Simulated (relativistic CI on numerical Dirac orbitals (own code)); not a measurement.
**What each ingredient does to the levels of Te⁵⁺**

Base calculation: Dirac-Coulomb-Breit CI, orbitals from a KLI potential per configuration, model QED (radiative potential, 1s self-energy scaled to tabulated hydrogen-like ionisation energies), valence Slater integrals scaled by 0.85, P86 correlation energy added to each configuration.

Configuration list (outside the closed core [Kr]): 4d10 5s, 4d10 5p, 4d10 5d, 4d10 5f, 4d10 5g, 4d10 4f, 4d10 6s, 4d9 5s2, 4d10 6p, 4d9 5s 4f, 4d10 6d, 4d8 5s 5p2, 4d10 7s, 4d9 5p2, 4d9 5s 5p, 4d10 7p. Levels of other configurations are missing.

The lowest level and the first level of each name with at least 55 % of one term (blank where a level has no safe partner in the second run):

```csv
Level,Base (cm⁻¹),Shift (cm⁻¹)
4d10 5s 2S_1/2,0,0
4d10 5p 2P°_1/2,90869,-530
4d10 5p 2P°_3/2,102211,-492
4d10 5d 2D_3/2,233679,+161
4d10 5d 2D_5/2,235228,+155
4d10 4f 2F°_7/2,264318,+166
4d10 4f 2F°_5/2,264554,+167
4d10 6s 2S_1/2,272028,+264
4d9 5s2 2D_5/2,296737,-1805
4d10 6p 2P°_1/2,307298,+102
4d9 5s2 2D_3/2,308500,-1764
4d10 6p 2P°_3/2,311504,+86
4d10 6d 2D_3/2,367187,+231
4d10 6d 2D_5/2,367886,+233
4d10 5f 2F°_5/2,369704,+240
4d10 5f 2F°_7/2,369772,+247
4d9 5s 5p 4P°_5/2,371824,-2903
4d9 5s 5p 4F°_7/2,378170,-1915
4d9 5s 5p 4P°_3/2,379204,-2339
4d10 7s 2S_1/2,383234,+264
4d9 5s 5p 4F°_9/2,384332,-2185
4d9 5s 5p 4F°_3/2,384770,-2405
```

At this charge configurations can still be misplaced by up to about 7 % of their energy. Levels and lines within the n = 5 or 6 shells can be off by up to 10 % or somewhat more, and those that change n by about 2 %, since core polarisation is missing. 19 of the 28 excited levels that our extract of the measured tables holds in this range could be paired (the sources list more); they are missed by 6044 cm⁻¹ on average and 11008 at most, and levels without a partner can miss by more.

Q: One thing was changed in a second run, which moved the levels as shown. Which?
A. Slater integrals left unscaled
B. configuration mixing switched off
C. valence Slater integrals scaled by 0.75
D. QED terms removed
E. Breit term removed

A: A. Slater integrals left unscaled. Scaling acts on the splittings between terms and on the mixing, and leaves the fine structure of pure LS terms nearly alone; in jj coupling it moves the levels of one term differently.

LS names give the leading component of a level, which can be under half, so a name can repeat, a term be missing and a line seem to break the LS rules.
